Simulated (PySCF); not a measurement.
Ligands exchanged one at a time, Ge SH-H. All species are isolated molecules in the gas phase. One relaxed conformer stands for each flexible species; it need not be the lowest. Strings in code marks are SMILES.

Quantity: vertical ionisation energy (energy after one electron is removed minus that of the parent at the parent's geometry), in eV.

Level 1: B3LYP/6-31G* // r2SCAN-D4/def2-TZVP (PySCF)
Level 2: minus the HOMO energy of HF/3-21G // r2SCAN-D4/def2-TZVP (PySCF)
Level 3: minus the HOMO energy of SVWN5/6-31G* // r2SCAN-D4/def2-TZVP (PySCF)
Level 4: minus the HOMO energy of r2SCAN-D4/def2-TZVP (PySCF)

```csv
species,level 1,level 2,level 3,level 4
"`[SH][GeH2][SH]` (H–S–Ge–S torsion -145°, S–Ge–S–H torsion 59°)",9.24,10.47,6.12,6.44
`[SH][GeH3]`,…,10.32,5.98,6.36
`[GeH4]`,12.22,…,…,8.71
```

Question: Fill in the missing entries.

Answer: 
- `[SH][GeH3]`, level 1: 9.57
- `[GeH4]`, level 2: 12.81
- `[GeH4]`, level 3: 8.31
